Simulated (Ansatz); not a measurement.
Program: Ansatz 0.2.0.

A structure relaxed at PBE0-D4/def2-TZVP, charge 0, multiplicity 1:

Cartesian coordinates in Å:
```
C -1.7755 0.1038 -0.2651
Si 0.0865 0.0950 -0.3866
N 0.5102 -1.4338 -1.0529
O 0.6688 1.3023 -1.3542
Si 1.1067 0.5363 1.6806
H -2.1305 -0.6368 0.4566
H -2.1328 1.0841 0.0580
H -2.2307 -0.1188 -1.2350
H -0.1313 -2.2076 -0.9968
H 1.4654 -1.7516 -1.0789
H 0.5391 1.1789 -2.2974
H 0.8610 1.9233 2.1645
H 0.5826 -0.4039 2.7134
H 2.5803 0.3288 1.5938
```

(1) Give its formula and SMILES.

(2) Point group (tolerance 0.08 Å, 0.16 Å for H)?

(3) Summarise the bond lengths by kind.

## Answers

(1) CH9NOSi2, `C[Si](N)(O)[SiH3]`.

(2) C1.

(3) 1 × C–Si 1.866 Å; 3 × C–H 1.092 to 1.094 Å; 1 × N–Si 1.721 Å; 1 × O–Si 1.653 Å; 1 × Si–Si 2.347 Å; 2 × H–N 1.007 Å; 1 × H–O 0.960 Å; 3 × H–Si 1.489 to 1.492 Å.
